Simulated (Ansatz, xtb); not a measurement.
Two isomers of C4H4S3

We compare a, `Sc1ccc(S)s1`, a singlet, with b, `Sc1csc(S)c1`, a singlet. Both are isolated molecules in the gas phase, relaxed with B3LYP/def2-SVP; the shapes shown needn't be the lowest conformers.

a (Å):

```xyz
11

C    -1.7763    0.0557    1.2577
C    -1.2064    0.7239    2.3190
C    -0.0872    1.5218    1.9437
C     0.1918    1.4652    0.5960
S    -3.0753   -1.1419    1.3488
S     1.3980    2.4302   -0.2665
S    -0.9317    0.4121   -0.2296
H    -3.9962   -0.4652    0.6176
H    -1.5833    0.6345    3.3388
H     0.4969    2.1269    2.6385
H     2.1812    1.4057   -0.6883
```

b (Å):

```yaml
atoms:
  - { symbol: C, position_ang: [-1.3378, 0.5845, 0.3183] }
  - { symbol: C, position_ang: [-0.2299, 1.0764, -0.3336] }
  - { symbol: C, position_ang: [-0.1701, 1.5117, 2.1227] }
  - { symbol: C, position_ang: [-1.3038, 0.8421, 1.7272] }
  - { symbol: S, position_ang: [-2.6919, -0.1892, -0.5473] }
  - { symbol: S, position_ang: [0.8507, 1.8775, 0.7500] }
  - { symbol: S, position_ang: [0.1989, 2.1033, 3.7497] }
  - { symbol: H, position_ang: [-2.6644, -1.3672, 0.1221] }
  - { symbol: H, position_ang: [0.0013, 0.9931, -1.3948] }
  - { symbol: H, position_ang: [1.2072, 1.2398, 4.0313] }
  - { symbol: H, position_ang: [-2.0906, 0.5432, 2.4203] }
```

Task: Which of the two would you expect CCSD(T)/def2-SVP + ΔMP2/def2-TZVPP electronic energies to favour?

Result: CCSD(T)/def2-SVP + ΔMP2/def2-TZVPP gives E(b) − E(a) = −0.009 eV, slightly favouring structure b, which is too small a margin to settle the true order.

How the difference moves with the method:

```csv
level,geometry,E(b) − E(a) (eV),departure from the last row (eV),"job, with rough time for the two"
B3LYP/def2-SVP,B3LYP/def2-SVP,+0.015,+0.023,"optimisation, 2 min"
HF/def2-SVP,B3LYP/def2-SVP,−0.018,−0.009,part of the CCSD(T) run
MP2/def2-SVP,B3LYP/def2-SVP,+0.010,+0.019,part of the CCSD(T) run
CCSD(T)/def2-SVP,B3LYP/def2-SVP,−0.003,+0.006,single point
CCSD(T)/def2-SVP + ΔMP2/def2-TZVPP,B3LYP/def2-SVP,−0.009,,"single point, 66 s"
```

As drawn, both hold the same kinds of bond in the same numbers.

The largest departure from CCSD(T)/def2-SVP + ΔMP2/def2-TZVPP is that of B3LYP/def2-SVP, 0.023 eV. No reliable frequencies are at hand for a, so it isn't confirmed as a minimum. Levels run at GFN2-xTB geometries aren't shown. The last row adds to CCSD(T) the change of the MP2 difference between the two basis sets, here −0.006 eV.

The correlated steps freeze 19 core orbitals. Codes used: Ansatz 0.2.0, xtb 6.7.1; the last row on 2 threads of Intel(R) Xeon(R) Platinum 8488C (Sapphire Rapids) on a shared host.
